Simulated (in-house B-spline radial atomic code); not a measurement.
A run on Cl that did not converge. Method: non-relativistic AM05, spin-polarised, spherical fractional occupations, point nucleus; computed with a B-spline radial code for spherical atoms.

Command:
```bash
python run_scf.py task.json out
```
Settings:
```
Z                17
configuration    [Ne] 3s1.875 3p5 3d0.125
hamiltonian      nr
method           am05
spin_polarised   True
```

First and last ten iterations of the last attempt (damped for 15 steps, keeping 80 % of the old Fock matrix, then DIIS):
```
 iter        energy (Eh)    residual
    1        -456.451267    2.23e-01
    2        -457.596189    1.45e-01
    3        -458.116810    1.01e-01
    4        -458.403348    6.80e-02
    5        -458.556241    4.42e-02
    6        -458.650022    2.75e-02
    7        -458.679226    1.78e-02
    8        -458.692495    1.18e-02
    9        -458.698360    8.29e-03
   10        -458.700900    5.80e-03
  111        -458.702873    2.91e-05
  112        -458.702872    3.04e-05
  113        -458.702869    4.19e-05
  114        -458.702870    3.98e-05
  115        -458.702872    3.01e-05
  116        -458.702874    1.60e-05
  117        -458.702876    1.42e-05
  118        -458.702877    1.81e-05
  119        -458.702879    2.28e-05
  120        -458.702875    1.47e-05
 not converged after 120 iterations
```

The smallest residual met was 1.1e-05; the threshold is about 2e-07. Over the last five steps the energy moves by less than 9e-06 hartree, but the orbitals didn't meet the threshold. Cost of the run: 1.9 s on 1 thread of Arm Neoverse V1, on a shared host.
